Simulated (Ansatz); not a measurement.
`O[Si](F)(F)F`, relaxed with RKS PBE-D4/def2-SVP in Ansatz 0.2.0 from a rough embedded geometry. The force threshold is 0.03 eV/Å; the program also tests the step.

Total charge 0; spin multiplicity 1.

Start:

```xyz
6

O    -0.645   -0.448   -1.028
Si    0.097   -0.028    0.364
F    -0.300    1.496    0.767
F     1.650   -0.171    0.144
F    -0.332   -1.055    1.518
H    -0.469    0.206   -1.765
```

```csv
step,energy (eV),largest force (eV/Å),largest move (Å)
1,-18073.3097,1.543,0.000
2,-18073.3774,0.799,0.038
3,-18073.4078,0.184,0.058
4,-18073.4101,0.132,0.013
5,-18073.4106,0.227,0.029
6,-18073.4115,0.011,0.006
```

End:

```xyz
6

O    -0.665   -0.434   -1.041
Si    0.105   -0.024    0.344
F    -0.236    1.480    0.817
F     1.711   -0.113    0.213
F    -0.374   -1.052    1.481
H    -0.540    0.144   -1.813
```

Run time 17 s (2 threads of a server CPU on a shared host); peak host memory 0.15 GiB.
